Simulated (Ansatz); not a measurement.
The same path of C2H8FOPSi (14 atoms, charge 0, multiplicity 1) was run twice with different band settings. The coordinate that changes most is the dihedral O2–Si3–C5–H13.

All numbers below come from RKS PBE0-D4/def2-SVP (Ansatz).

Relaxed end points:

```xyz
14
Properties=species:S:1:pos:R:3
C -0.145 -1.507 1.640
O -0.723 -0.971 0.477
Si 0.080 0.020 -0.587
P -1.397 0.432 -2.241
C 0.516 1.666 0.250
F 1.427 1.435 1.270
H 0.704 -2.175 1.403
H -0.906 -2.099 2.170
H 0.223 -0.718 2.319
H 1.356 -0.629 -1.030
H -1.328 -0.907 -2.732
H -0.376 0.901 -3.128
H -0.392 2.129 0.679
H 0.949 2.392 -0.462
```

```xyz
14
Properties=species:S:1:pos:R:3
C 0.166 -1.526 1.720
O -0.622 -0.965 0.707
Si -0.042 -0.040 -0.547
P -1.822 0.358 -1.861
C 0.632 1.637 0.034
F -0.396 2.456 0.451
H 1.026 -2.092 1.315
H -0.453 -2.223 2.305
H 0.556 -0.759 2.414
H 1.105 -0.754 -1.204
H -1.671 -0.864 -2.587
H -1.028 1.101 -2.792
H 1.180 2.131 -0.790
H 1.355 1.512 0.862
```

Common settings: movable images 7; climbing image yes; spring 5.0 eV/Å²; optimiser quadratic models (default); start path IDPP; force threshold 0.05 eV/Å; end points relaxed.

| run | iteration limit |
| --- | --- |
| 1 | 49 |
| 2 | 10 |

**Question.** What does each run give, and how far can it be trusted?

**Answer.** Run 1: converged after 7 iterations, highest image 0.117 eV above the first end. A vibrational analysis at the climbing image gives one clearly imaginary mode, 84i cm⁻¹: a first-order saddle point.
Run 2: converged after 7 iterations, highest image 0.117 eV above the first end. Another band between the same ends (7 images) ends at a top of the same energy, where a vibrational analysis finds 1 clearly imaginary mode.
